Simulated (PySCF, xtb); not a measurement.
C3H8N, SMILES CC(C)[NH], multiplicity 2. One conformer was computed; it need not be the lowest.

Harmonic wavenumbers (cm⁻¹) from GFN2-xTB (xtb) at its own minimum, in rising order: 176, 208, 223, 347, 409, 462, 856, 918, 966, 998, 1061, 1093, 1159, 1178, 1250, 1268, 1382, 1401, 1476, 1486, 1494, 1496, 2685, 3022, 3029, 3035, 3041, 3043, 3064, 3342.

### Question
What does ωB97X-D3(BJ)/def2-SVP (PySCF) give at its own minimum? (An estimate is asked for; the answer gives what the named calculation found.)

### Answer
214, 241, 266, 369, 428, 465, 842, 923, 958, 992, 1064, 1105, 1201, 1259, 1291, 1374, 1400, 1430, 1465, 1471, 1481, 1492, 2975, 3061, 3067, 3156, 3160, 3166, 3173, 3436. Paired by order, the mean absolute difference is 50 cm⁻¹ and the zero-point energies are 65.1 and 67.1 kcal/mol.
